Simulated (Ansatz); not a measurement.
Reaction (redistribution): `BOC[SiH2]Cl` + `C[CH2][Mg][Br]` → `BOC[SiH2]Br` + `C[CH2][Mg][Cl]`

Calculated with Ansatz (gas phase, PBE0-D4/def2-TZVP geometries, no zero-point term in ΔE). CCSD(T)/CBS is the MP2 limit (def2-TZVPP, def2-QZVPP) plus CCSD(T) − MP2 in def2-TZVPP, frozen cores. DFT in def2-TZVPP. For Br, Mg outer-core shells are correlated without core-valence functions, which leaves a few kJ/mol of doubt a bond. Scalar relativity is left out up to krypton. Each species was taken in one conformer, which may not be the lowest.

`BOC[SiH2]Cl`:

```xyz
11

B    -0.371    0.610    1.994
O     0.397    0.723    0.899
C    -0.135    0.603   -0.416
Si    0.564   -0.962   -1.202
Cl   -0.189   -1.101   -3.110
H    -1.554    0.426    1.884
H     0.183    0.704    3.050
H     0.165    1.483   -0.992
H    -1.230    0.569   -0.396
H     0.129   -2.151   -0.431
H     2.041   -0.903   -1.279
```

`C[CH2][Mg][Br]`:

```xyz
9

C    -0.226    0.594    1.057
C     0.663    0.072   -0.073
Mg   -0.298   -1.001   -1.582
Br   -1.389   -2.205   -3.277
H    -0.739   -0.216    1.584
H     0.346    1.147    1.811
H    -1.001    1.273    0.690
H     1.193    0.907   -0.548
H     1.452   -0.570    0.338
```

`BOC[SiH2]Br`:

Cartesian coordinates in Å:
```
B -1.861 0.655 0.504
O -0.639 1.042 0.101
C 0.135 0.264 -0.797
Si 1.568 -0.561 0.109
Br 0.727 -1.917 1.651
H -2.357 -0.342 0.052
H -2.407 1.357 1.302
H 0.536 0.928 -1.571
H -0.482 -0.496 -1.293
H 2.419 0.438 0.792
H 2.361 -1.369 -0.850
```

`C[CH2][Mg][Cl]`:

Cartesian coordinates in Å:
```
C -0.917 -0.704 0.391
C -0.255 0.611 -0.023
Mg 1.744 0.497 -0.606
Cl 3.848 0.370 -1.221
H -0.412 -1.169 1.244
H -1.964 -0.566 0.683
H -0.911 -1.441 -0.417
H -0.814 1.066 -0.849
H -0.319 1.336 0.798
```

Is it downhill or uphill in electronic energy at CCSD(T)/CBS, and by how much? (Estimate.)

Ansatz gave: Uphill: ΔE = +8.8 kJ/mol.

What do these levels give: r2SCAN-D4, PBE0-D4, ωB97X-V, ωB97M-V, B2PLYP, r2SCAN, PBE0, HF/def2-TZVPP, HF/def2-QZVPP, SCS-MP2/def2-QZVPP, MP2/CBS(def2), CCSD/CBS(def2)? (Best estimate.)

Computed: r2SCAN-D4 10.7, PBE0-D4 10.0, ωB97X-V 11.0, ωB97M-V 10.8, B2PLYP 12.9, r2SCAN 11.3, PBE0 12.4, HF/def2-TZVPP 19.3, HF/def2-QZVPP 18.9, SCS-MP2/def2-QZVPP 10.3, MP2/CBS(def2) 8.1, CCSD/CBS(def2) 9.5 kJ/mol.

Largest T1 diagnostic among the species: 0.013.

In def2-TZVPP, CCSD(T) changes the Hartree–Fock value by −8.3 kJ/mol (the triples alone add −0.8 kJ/mol) and MP2 by −9.0 kJ/mol. The D4 term adds −4.4 kJ/mol with B3LYP and −2.4 kJ/mol with PBE0; it sums over pairs of atoms, weighted by their polarisabilities, and B3LYP, whose exchange is more repulsive, gets the larger term.

B3LYP here is the variant with VWN-RPA as its local correlation; programs differ in this.
